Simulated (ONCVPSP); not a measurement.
**bromine (Br): one change to an ONCV potential, before and after**

Br (Z = 35), optimised norm-conserving Vanderbilt (ONCV), made with ONCVPSP 4.0.1 (LDA (Perdew-Zunger), scalar-relativistic). Core [Ar] 3d10, reference 4s1.5 4p5.5. Waves: 4s: rc 1.45 bohr, ncon 4, nbas 7, qcut 3.8 1/bohr, 1 projector; 4p: rc 1.25 bohr, ncon 4, nbas 8, qcut 6.5 1/bohr, 2 projectors, debl 2.5 Ha. Local part: polynomial inside 1.15 bohr (lpopt 5, dvloc0 2 Ha). Core correction: Teter function fitted to the true core (icmod 2), fcfact 0.55.

Change: all radii but the core radius scaled by about 1.20 (s 1.74, p 1.50 bohr); local potential polynomial inside 1.38 bohr (lpopt 5, dvloc0 2 Ha).

Cutoffs: the cutoffs (Ha) at which the residual kinetic energy of the hardest occupied pseudo-wave falls to 1 and 0.1 mHa per electron; they do not see the model core or the augmentation charge, which bear on the density cutoff. Errors are all-electron minus pseudo energies relative to the spin-unpolarised reference configuration.

Question: What does the change do?

Answer: The potential gets softer (46 Ha and 126 Ha → 32 Ha and 41 Ha); the bound ghost in p disappears; the lowest positive-energy flag moves from s at 8.5 eV to none; of the 4 tests that both files solve, the error grows in 4 and shrinks in 0 by more than 15 % and 0.3 meV (median size 2.6 → 5.2 meV). A larger radius leaves more room for a smooth pseudo-wave, so fewer plane waves are needed. More of the atom is replaced by a form fitted at one configuration, so other configurations suffer.

| quantity | base | changed |
| --- | --- | --- |
| cutoff, loose | 46 Ha | 32 Ha |
| cutoff, tight | 126 Ha | 41 Ha |
| loose cutoff by channel | s 46 Ha, p 46 Ha | s 32 Ha, p 14 Ha |
| bound ghosts | p | none |
| GHOST(+) flags under 300 eV | s at 8.5 eV | none |
| error for 4s2 4p5, meV [ΔE -6.18 eV] | -0.2 | -3.9 |
| error for 4s2 4p4, meV [ΔE 6.53 eV] | -0.4 | -3.4 |
| error for 4s2 4p3, meV [ΔE 29.47 eV] | +4.9 | +6.5 |
| error for 4s2 4p2, meV [ΔE 63.69 eV] | +25 | +36 |
| rms error of d²Exc/dni dnj with the model core, mHa | 0.80 | 0.51 |

Base: The cutoffs count occupied waves only; projector 2 of the p channel, the hardest unoccupied one, needs 147 Ha at the loose tolerance. A true bound ghost makes a file unfit for plane-wave use even where its test errors are small: the radial tests pick states by their node count and pass the ghost by.
